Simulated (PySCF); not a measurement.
H₃OSi, SMILES [O][SiH3] (connectivity only; charge and spin as stated), charge -1, multiplicity 1. The structure is a stationary point at PBE0-D3(BJ)/def2-TZVPD. The multiplicity is an assumed one; other spin states were not compared. The isomer is the one that the SMILES or the coordinates give; other isomers of the formula were not compared.

All values below come from PBE0-D3(BJ)/def2-TZVPD (PySCF 2.14.0).

Harmonic wavenumbers (cm⁻¹): 716, 716, 947, 947, 983, 1100, 1928, 1928, 2010. Rotational constants (GHz): 89.72, 15.67, 15.67; symmetry number 3.

Problem. Work out the zero-point energy and the ideal-gas rigid-rotor harmonic-oscillator thermochemistry at 298.15 K and 1 atm.

Solution. ZPE = ½ Σ hcν = ½ × 11275 cm⁻¹ = 67.44 kJ/mol. H − E(el) = 78.33 kJ/mol. Entropy in J/(mol K): translation 156.79, rotation 75.46, vibration 4.08, total 236.33. G − E(el) = 7.86 kJ/mol. Cp = 46.63 J/(mol K).
